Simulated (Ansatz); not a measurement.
All numbers were calculated with Ansatz.

A structure relaxed at PBE0-D4/def2-TZVP, charge 0, multiplicity 1:

```csv
atom,x (Å),y (Å),z (Å)
C1,0.926,0.281,1.420
Zn2,-0.225,0.188,-0.147
P3,-1.599,0.136,-1.975
H4,1.881,0.749,1.170
H5,1.128,-0.718,1.811
H6,0.457,0.870,2.212
H7,-2.026,-1.189,-1.676
H8,-0.543,-0.317,-2.816
```

(1) Give its formula and SMILES.

(2) Summarise the bond lengths by kind.

Answers

(1) CH5PZn, `[CH3][Zn][PH2]`.

(2) 1 × C–Zn 1.946 Å; 3 × C–H 1.093 Å; 1 × P–Zn 2.287 Å; 2 × H–P 1.424 Å.
